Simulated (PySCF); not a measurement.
## Computed properties of SeF₃, SMILES F[Se+](F)F, charge +1

SeF₃, SMILES [Se+](F)(F)F, charge +1. Coordinates come from a TPSSh-D3(BJ)/def2-SVP optimisation. The multiplicity is an assumed one; other spin states were not compared. The isomer is the one that the SMILES or the coordinates give; other isomers of the formula were not compared. Other conformers were not sampled. All values are computed for the isolated molecule unless a solvent is named; none is compared with measurement here.

**Structure.** The optimised structure has C3v symmetry. All 6 harmonic modes at TPSSh-D3(BJ)/def2-SVP (PySCF) are real, so it is a minimum. With heavy atoms numbered as in [Se+:1]([F:2])([F:3])[F:4], the shortest bond between them is Se1–F3 at 1.684 Å and the longest Se1–F4 at 1.684 Å.

**Vibrations.** The strongest infrared lines (harmonic, unscaled, degenerate partners summed) lie at 783 cm⁻¹ (149 km/mol, F 78 %, Se 22 %), 788 cm⁻¹ (29 km/mol, F 83 %, Se 17 %), 337 cm⁻¹ (23 km/mol, F 75 %, Se 25 %). The softest mode is at 264 cm⁻¹ and the zero-point energy is 4.6 kcal/mol.

**Electronic structure.** r2SCAN/def2-TZVPD (PySCF) places the frontier levels at -17.76 and -10.56 eV, a gap of 7.20 eV and a mean polarisability of 25.0 bohr³. PBE/def2-TZVPD (PySCF) at the same geometry gives -17.34 and -10.69 eV, so its gap is 0.55 eV narrower. An orbital gap is neither the optical nor the fundamental gap.

**Excitations.** TDDFT-B3LYP/def2-SVPD (PySCF) has S1 at 7.70 eV (161 nm, f = 0.062, bright); the most intense of the 10 singlets computed lies at 7.70 eV (f = 0.06). Strengths of degenerate partners are summed. T1 (TDA) is at 6.29 eV. No vertical singlet excitation falls in the visible range (under 3.1 eV).

**NMR.** GIAO shifts at KT2/pcSseg-2 (PySCF) (non-relativistic, atoms alike by connectivity averaged): ¹⁹F at 72.2 ppm against CFCl3.
